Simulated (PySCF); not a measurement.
Compound: C7H8Cl2O.
SMILES with atom numbers: `[CH2:1]=[CH:2]/[C:3]([C:4](=[O:5])[Cl:6])=[C:7](/[Cl:8])[CH2:9][CH3:10]` (hydrogens: H11, H12 on C1; H13 on C2; H14, H15 on C9; H16, H17, H18 on C10)

Cartesian coordinates in Å at the PBE0-D3(BJ)/def2-SVP level; atoms count from 1:
```xyz
18
C7H8Cl2O angstrom
C      2.6020   -0.8348    0.8697
C      1.4132   -0.6938    0.2672
C      0.7116    0.5717    0.0846
C      1.3820    1.7931    0.6334
O      2.1223    2.5148    0.0619
Cl     0.9923    2.0369    2.3594
C     -0.4791    0.7002   -0.5387
Cl    -1.2203    2.2708   -0.6107
C     -1.3052   -0.3843   -1.1505
C     -2.5322   -0.7403   -0.3153
H      3.1543    0.0143    1.2817
H      3.0605   -1.8201    0.9733
H      0.9074   -1.5842   -0.1147
H     -0.6786   -1.2733   -1.3091
H     -1.6195   -0.0430   -2.1505
H     -2.2380   -1.1276    0.6715
H     -3.1355   -1.5077   -0.8219
H     -3.1669    0.1436   -0.1565
```

Theory: TDDFT PBE0/def2-SVPD, vertical, gas phase, core orbitals frozen in the response (PySCF 2.14.0, density-fitted response routines).

Each state is given a Gaussian of 0.5 eV full width at half maximum, with ε(max) = 2.175×10⁸ f / Δν̃ (Δν̃ the width in cm⁻¹). The width is an assumption, not a result. The curve ends short of the highest state used, and states not computed would add to its high-energy end.

λ (nm), ε (L mol⁻¹ cm⁻¹) and a bar:
```
    206.8       1307 #
    210.7       1315 #
    214.7       1655 ##
    218.7       3248 ###
    222.7       7245 #######
    226.6      13838 #############
    230.6      22051 #####################
    234.6      28884 ###########################
    238.6      31625 ##############################
    242.6      29470 ############################
    246.5      23941 #######################
    250.5      17036 ################
    254.5      10811 ##########
    258.5       6200 ######
    262.4       3312 ###
    266.4       1621 ##
    270.4        756 #
    274.4        355 
    278.4        184 
    282.3        118 
    286.3         90 
    290.3         76 
    294.3         64 
    298.2         53 
    302.2         41 
    306.2         30 
    310.2         21 
    314.2         14 
    318.1          9 
    322.1          5 
    326.1          3 
    330.1          2 
    334.0          1 
    338.0          1 
    342.0          0 
    346.0          0
```

Question: Where are the band maxima, and which computed states make them?

Answer: 239 nm (5.19 eV), ε about 32000, made up of S3 (91%); 207 nm (6.00 eV), ε about 1300, made up of S4 (17%) and S5 (64%) (hardly more than a shoulder) (ε in L mol⁻¹ cm⁻¹; maxima over ε = 5, shares over 10%). The states used: S1 4.33 eV (f 0.0014); S2 5.05 eV (f 0.063); S3 5.21 eV (f 0.537); S4 5.83 eV (f 0.0057); S5 5.99 eV (f 0.016); S6 6.09 eV (f 0.0014); S7 6.29 eV (f 0.0029); S8 6.35 eV (f 0.0011); S9 6.54 eV (f 0.026); S10 6.60 eV (f 0.013).

Question: Coming from long wavelengths, where does ε first pass 100 L mol⁻¹ cm⁻¹?

Answer: At about 285 nm (4.36 eV), 0.02 eV above S1.

Question: What would ε be at 5.19 eV, the highest of these maxima, with half the width (0.25 eV)?

Answer: About 60100 L mol⁻¹ cm⁻¹ against 31600, a factor of about 1.9; a lone state at its own centre would give exactly 2.

Question: On this curve, what absorbance would a 10⁻⁴ mol/L sample give at 248 nm over a 1 cm path?

Answer: 248 nm is 4.999 eV, where ε is about 21000 L mol⁻¹ cm⁻¹, so A = ε c l ≈ 2.1 (Beer–Lambert, with the gas-phase spectrum and the assumed width).

The vertical ionisation energy (ΔSCF) is 8.76 eV, 2.17 eV above S10.

Hardware: Arm Neoverse V2, one thread, shared host with 192 logical CPUs at a one-minute load of 86. Cost: 3.5 min of wall time (with the writing of density and orbital grids), 1.3 GiB resident at most.

One conformer stands for the species.
